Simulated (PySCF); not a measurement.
# Working out the ionisation energy of Se²⁺

Se²⁺ [Ar] 3d10 4s2 4p2 (3P) → Se³⁺ [Ar] 3d10 4s2 4p1 (2P). Calculation: PySCF 2.14, in x2c-TZVPPall with one added diffuse shell each of s, p, d type (7s6p5d1f, 57 functions); scalar relativity by spin-free X2C-1e. Frozen: [Ar] 3d10. Energies in hartree (1 hartree = 27.21139 eV):

```tsv
part	Se²⁺ (lower)	Se³⁺ (upper)
UHF	-2426.987287	-2425.848383
CCSD correlation	-0.072602	-0.056916
(T)	-0.001498	-0.000674
```

Q: What does Hartree-Fock give?

A: (-2425.848383) − (-2426.987287) = 1.138904 hartree = 30.991 eV.

Q: What do CCSD and CCSD(T) give?

A: The CCSD correlation energies differ by 0.015686 hartree = 0.427 eV and the triples by 0.000824 hartree = 0.022 eV, so CCSD gives 31.418 eV and CCSD(T) 31.440 eV.

A first-order spin-orbit estimate adds -0.041 eV to CCSD(T) (valence), giving 31.399 eV against 31.697 ± 0.019 eV (measured; NIST Atomic Spectra Database, ionization energies).

What remains against the reference includes basis incompleteness, the frozen core and higher excitations.
